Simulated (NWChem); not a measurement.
System: ZrHCl3; SMILES [Cl][ZrH]([Cl])[Cl]

def2 effective core potentials on Zr; no spin-orbit coupling.

Task: Give the equilibrium geometry at PBE0/def2-SVP with def2 effective core potentials on Zr (NWChem) as a Z-matrix, with the point group.

Result: point group C3v; any orientation.
```
Zr
H 1 1.8235
Cl 1 2.3235 2 104.53
Cl 1 2.3235 2 104.53 3 -120.00
Cl 1 2.3235 2 104.53 3 120.00
```
